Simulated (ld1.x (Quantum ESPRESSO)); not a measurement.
arsenic (As): one change to a TM semilocal potential, before and after

* Element: arsenic
* Generator: ld1.x (Quantum ESPRESSO) 7.5
* Type: norm-conserving Troullier–Martins (semilocal form)
* Functional: LDA (PZ)
* Relativity: scalar-relativistic
* Frozen core: [Ar] 3d10
* Valence charge: 5
* Reference configuration: 4s2 4p3
* Partial waves: 4s (bound): rc 1.50 bohr; 4d channel at 0.3 Ry: rc 1.70 bohr; 4p (bound): rc 2.20 bohr
* Local potential: the p channel
* Core correction: none

Change: functional PBE.

Cutoffs: the cutoffs (Ry, on a coarse ladder) from which the occupation-weighted sum of valence levels, in a spherical-Bessel basis at the reference potential, stays within 10 and 1 mRy of its value at 400 Ry; they do not see the model core or the augmentation charge, which bear on the density cutoff. Errors are all-electron minus pseudo energies relative to the spin-unpolarised reference configuration.

Problem. What does the change do?

Solution. The potential gets neither clearly harder nor softer (35 Ry and 50 Ry → 35 Ry and 50 Ry); the number of tests with a reliable result goes from 9 to 7; of the 7 tests that both files solve, the error grows in 1 and shrinks in 4 by more than 15 % and 0.3 meV (median size 21.8 → 21.8 meV); neither file shows a bound ghost. A semilocal file is local in each channel, so a ghost entry of none says nothing of the separable form that plane-wave codes build from it.

| quantity | base | changed |
| --- | --- | --- |
| cutoff, loose | 35 Ry | 35 Ry |
| cutoff, tight | 50 Ry | 50 Ry |
| bound ghosts | none | none |
| error for 4s2 4p2, meV [ΔE 9.33 → 9.15 eV] | +2.6 | -3.8 |
| error for 4s2 4p1, meV [ΔE 27.49 → 27.07 eV] | +22 | -22 |
| error for 4s2 4p0, meV [ΔE 55.53 → 54.77 eV] | +87 | -50 |
| error for 4s2 4p3.3, meV [ΔE -1.28 → -1.23 eV] | +0.3 | +0.1 |
| error for 4s0 4p5, meV [ΔE 19.21 → 19.06 eV] | +40 | +30 |
| error for 4s1 4p4, meV [ΔE 9.48 → 9.42 eV] | +8.6 | +6.5 |
| error for 4s1 4p0, meV [ΔE 106.64 → 105.42 eV] | +440 | +91 |
| s: phases at 2.39 bohr within 0.05 rad from the reference energy up to (Ry; the scan ends near 5) | 2.6 | 2.7 |
| p: phases at 2.39 bohr within 0.05 rad from the reference energy up to (Ry; the scan ends near 5) | 3.3 | 3.3 |
| d: phases at 2.39 bohr within 0.05 rad from the reference energy up to (Ry; the scan ends near 5) | 0.9 | 0.9 |
